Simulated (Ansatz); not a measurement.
Name a neutral molecule of B, C, Cl, O, S and H with HOMO energy (B3LYP/def2-TZVPP) between -7.60 and -7.30 eV and size of the dipole moment (PBE/def2-TZVPP) between 2.60 and 2.90 D (Ansatz, PBE0-D4/def2-TZVP geometry).

`O=CB(S)Cl` (-7.33 eV, 2.67 D). Other molecules can fit too; these were computed, each in one conformer that needn't be the lowest.

B3LYP here is the variant with VWN-RPA as its local correlation; programs differ in this.
